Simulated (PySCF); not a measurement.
**Br²⁺: excitation energy**

Br²⁺ [Ar] 3d10 4s2 4p3 (4S) → Br²⁺ [Ar] 3d10 4s1 4p4 (4P), as a difference of total energies. Calculation: PySCF 2.14, in aug-cc-pVTZ-PP with ECP10MDF; scalar relativity through the core potential. Correlated levels: valence: 3s2 3p6 3d10 frozen. The calculations carry no spin-orbit coupling.

```csv
method,excitation energy (eV)
UHF,13.183
MP2 (valence),13.135
SCS-MP2 (valence),13.125
CCSD (valence),12.659
CCSD(T) (valence),12.556
```

Task: How much does correlation contribute at CCSD(T) (valence)?

Result: 12.556 − (13.183) = -0.627 eV, measured against UHF.

The coupled-cluster amplitudes are large for the upper state (T1 above 0.03 or a double amplitude above 0.15), so a single reference is strained.
